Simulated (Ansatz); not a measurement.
Mulliken charges of `PO[AsH2]` from r2SCAN/def2-TZVPP in Ansatz (PBE0-D4/def2-TZVP geometry).

```json
{"atom": "P1", "x (Å)": "-1.022", "y (Å)": "0.802", "z (Å)": "-0.854", "charge (e)": "0.179"}
{"atom": "O2", "x (Å)": "-0.023", "y (Å)": "-0.299", "z (Å)": "-0.140", "charge (e)": "-0.461"}
{"atom": "As3", "x (Å)": "1.162", "y (Å)": "0.295", "z (Å)": "1.094", "charge (e)": "0.329"}
{"atom": "H4", "x (Å)": "-2.252", "y (Å)": "0.098", "z (Å)": "-0.706", "charge (e)": "-0.003"}
{"atom": "H5", "x (Å)": "-0.879", "y (Å)": "0.366", "z (Å)": "-2.204", "charge (e)": "-0.002"}
{"atom": "H6", "x (Å)": "0.775", "y (Å)": "-0.732", "z (Å)": "2.159", "charge (e)": "-0.022"}
{"atom": "H7", "x (Å)": "2.300", "y (Å)": "-0.599", "z (Å)": "0.606", "charge (e)": "-0.020"}
```

Task: By hand: the dipole of these point charges (1 e Å = 4.8032 D).

Result: Σ q r = (0.155, 0.406, 0.219) e Å, of length 0.487 e Å = 2.34 D.

Task: How does the dipole of the full density compare? (An estimate is asked.)

Result: The calculation gave: (0.108, -0.047, 0.102) e Å, 0.75 D; the point charges give 3.12 times that, at 75° from its direction.

Point charges leave out the atoms' own dipoles, such as those of lone pairs, and Mulliken's split depends on the basis, so the two needn't agree.
